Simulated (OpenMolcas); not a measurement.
## Computed levels of Rh IV

* Program: OpenMolcas
* Method: MS-RASPT2, IPEA 0.25 Eh, imaginary shift 0.1 Eh (closed shells correlated: 4s 4p)
* Basis: ANO-RCC-VTZP [7s6p4d2f1g]
* Scalar Hamiltonian: DKH2, point nucleus
* Active space: 6 electrons in 9 orbitals (RAS2 4d 5s; RAS3 5p, at most 2 electrons)
* State averaging: 2S+1 = 5 even, 30 roots; 2S+1 = 7 even, 1 root kept (CI in the orbitals of an earlier block); 2S+1 = 3 even, 87 roots kept (CI in the orbitals of an earlier block); 2S+1 = 1 even, 86 roots kept (CI in the orbitals of an earlier block); 2S+1 = 5 odd, 54 roots (12 in the spin-orbit step); 2S+1 = 7 odd, 3 roots kept (CI in the orbitals of an earlier block); 2S+1 = 3 odd, 35 roots kept (CI in the orbitals of an earlier block, 0 in the spin-orbit step); 2S+1 = 1 odd, 11 roots kept (CI in the orbitals of an earlier block, 0 in the spin-orbit step)
* Spin-orbit coupling: state interaction with AMFI integrals over the reference wave functions, term energies averaged over their components

Spin-free terms above the lowest, with the occupations of the reference:

```csv
Configuration,Term,E (eV),Occupations
4d6,5D,0.0000,4d 6.00
4d6,3H,2.182,4d 6.00
4d6,3P(1),2.256,4d 5.99
4d6,3F(1),2.363,4d 6.00
4d6,3G,2.584,4d 6.00
4d6,3D,3.148,4d 5.99 5s 0.01
4d6,1I,3.281,4d 6.00
4d6,1G(1),3.387,4d 5.99
4d6,1S(1),3.767,4d 5.99 5s 0.01
4d6,1D(1),3.942,4d 6.00
4d6,1F,4.464,4d 5.99
4d6,3P(2),5.280,4d 5.99
4d6,3F(2),5.318,4d 5.99
4d6,1G(2),6.098,4d 5.99
4d6,1D(2),7.975,4d 5.99 5s 0.01
4d5 5s,7S,8.271,4d 5.00 5s 1.00
4d5 5s,5S,9.990,4d 5.00 5s 1.00 5p 0.01
4d6,1S(2),10.419,4d 5.98 5s 0.02 5p 0.01
```

With spin-orbit coupling, above the lowest level:

```json
{"Configuration": "4d6", "Term": "5D", "J": "4", "E (eV)": "0.0000", "g": "1.496", "Term weight %": "98", "Second": ""}
{"Configuration": "4d6", "Term": "5D", "J": "3", "E (eV)": "0.2039", "g": "1.498", "Term weight %": "99", "Second": ""}
{"Configuration": "4d6", "Term": "5D", "J": "2", "E (eV)": "0.316", "g": "1.498", "Term weight %": "97", "Second": ""}
{"Configuration": "4d6", "Term": "5D", "J": "1", "E (eV)": "0.393", "g": "1.499", "Term weight %": "97", "Second": "2 3P(1)"}
{"Configuration": "4d6", "Term": "5D", "J": "0", "E (eV)": "0.429", "g": "", "Term weight %": "97", "Second": "3 3P(1)"}
{"Configuration": "4d6", "Term": "3P(1)", "J": "2", "E (eV)": "2.201", "g": "1.484", "Term weight %": "94", "Second": "3 3D"}
{"Configuration": "4d6", "Term": "3H", "J": "4", "E (eV)": "2.229", "g": "1.019", "Term weight %": "38", "Second": "32 3F(1)"}
{"Configuration": "4d6", "Term": "3H", "J": "6", "E (eV)": "2.283", "g": "1.162", "Term weight %": "97", "Second": "3 1I"}
{"Configuration": "4d6", "Term": "3H", "J": "5", "E (eV)": "2.312", "g": "1.072", "Term weight %": "77", "Second": "23 3G"}
{"Configuration": "4d6", "Term": "3F(1)", "J": "3", "E (eV)": "2.520", "g": "1.021", "Term weight %": "79", "Second": "20 3G"}
{"Configuration": "4d6", "Term": "3H", "J": "4", "E (eV)": "2.551", "g": "1.020", "Term weight %": "51", "Second": "47 3F(1)"}
{"Configuration": "4d6", "Term": "3F(1)", "J": "2", "E (eV)": "2.606", "g": "0.680", "Term weight %": "96", "Second": "3 1D(1)"}
{"Configuration": "4d6", "Term": "3P(1)", "J": "1", "E (eV)": "2.775", "g": "1.445", "Term weight %": "92", "Second": "6 3D"}
{"Configuration": "4d6", "Term": "3G", "J": "5", "E (eV)": "2.827", "g": "1.162", "Term weight %": "77", "Second": "23 3H"}
{"Configuration": "4d6", "Term": "3P(1)", "J": "0", "E (eV)": "2.865", "g": "", "Term weight %": "81", "Second": "16 1S(1)"}
{"Configuration": "4d6", "Term": "3G", "J": "4", "E (eV)": "2.983", "g": "1.061", "Term weight %": "77", "Second": "13 3F(1)"}
{"Configuration": "4d6", "Term": "3G", "J": "3", "E (eV)": "3.029", "g": "0.820", "Term weight %": "79", "Second": "20 3F(1)"}
{"Configuration": "4d6", "Term": "3D", "J": "2", "E (eV)": "3.327", "g": "1.169", "Term weight %": "90", "Second": "4 1D(1)"}
{"Configuration": "4d6", "Term": "3D", "J": "1", "E (eV)": "3.367", "g": "0.560", "Term weight %": "94", "Second": "6 3P(1)"}
{"Configuration": "4d6", "Term": "3D", "J": "3", "E (eV)": "3.388", "g": "1.326", "Term weight %": "97", "Second": ""}
{"Configuration": "4d6", "Term": "1I", "J": "6", "E (eV)": "3.554", "g": "1.005", "Term weight %": "97", "Second": "3 3H"}
{"Configuration": "4d6", "Term": "1G(1)", "J": "4", "E (eV)": "3.773", "g": "1.006", "Term weight %": "88", "Second": "6 3F(1)"}
{"Configuration": "4d6", "Term": "1S(1)", "J": "0", "E (eV)": "4.161", "g": "", "Term weight %": "79", "Second": "15 3P(1)"}
{"Configuration": "4d6", "Term": "1D(1)", "J": "2", "E (eV)": "4.259", "g": "1.010", "Term weight %": "89", "Second": "5 3D"}
{"Configuration": "4d6", "Term": "1F", "J": "3", "E (eV)": "4.641", "g": "1.009", "Term weight %": "90", "Second": "9 3F(2)"}
{"Configuration": "4d6", "Term": "3P(2)", "J": "0", "E (eV)": "5.207", "g": "", "Term weight %": "93", "Second": "5 1S(1)"}
{"Configuration": "4d6", "Term": "3P(2)", "J": "1", "E (eV)": "5.351", "g": "1.498", "Term weight %": "99", "Second": ""}
{"Configuration": "4d6", "Term": "3F(2)", "J": "4", "E (eV)": "5.554", "g": "1.243", "Term weight %": "97", "Second": "3 1G(2)"}
{"Configuration": "4d6", "Term": "3F(2)", "J": "2", "E (eV)": "5.566", "g": "0.672", "Term weight %": "98", "Second": ""}
{"Configuration": "4d6", "Term": "3F(2)", "J": "3", "E (eV)": "5.670", "g": "1.078", "Term weight %": "90", "Second": "8 1F"}
{"Configuration": "4d6", "Term": "3P(2)", "J": "2", "E (eV)": "5.732", "g": "1.488", "Term weight %": "97", "Second": ""}
{"Configuration": "4d6", "Term": "1G(2)", "J": "4", "E (eV)": "6.375", "g": "1.007", "Term weight %": "97", "Second": "3 3F(2)"}
{"Configuration": "4d6", "Term": "1D(2)", "J": "2", "E (eV)": "8.225", "g": "1.000", "Term weight %": "100", "Second": ""}
{"Configuration": "4d5 5s", "Term": "7S", "J": "3", "E (eV)": "8.463", "g": "1.999", "Term weight %": "99", "Second": ""}
{"Configuration": "4d5 5s", "Term": "5S", "J": "2", "E (eV)": "10.174", "g": "1.996", "Term weight %": "99", "Second": ""}
{"Configuration": "4d6", "Term": "1S(2)", "J": "0", "E (eV)": "10.678", "g": "", "Term weight %": "100", "Second": ""}
```

Spin-orbit coupling puts the lowest level 0.2323 eV below the lowest spin-free term.

For 5D the intervals divided by the larger J are -290.6, -308.1, -302.0, -411.2 cm-1. Landé's interval rule makes them equal in pure LS coupling; they differ by 37 % of their mean. The multiplet is inverted.

Term energies are means over components that CASPT2 splits; among the terms shown or strongly mixed into the levels shown the widest spread is 260 cm-1 (4d6 3F(2)). Blocks of more than 70 roots (2S+1 = 3 even, 1 even) ran without multistate coupling. Some high roots are left out of the spin-orbit mixing, which shifts the levels that they would mix with. Terms from blocks run as CI alone lack orbitals of their own. A single d shell beside an s shell can misplace configurations of different d count against each other. Only configurations of the active space appear. The first state left out of the spin-orbit step lies near 120000 cm-1 above the lowest spin-free state of the reference (among the parities and spins computed), and the list stops at four fifths of that energy or lower.

The term weight is that of the spin-free term in the level, not the purity of its configuration. A number in round brackets counts repeated terms of one configuration in the order of the reference energies.
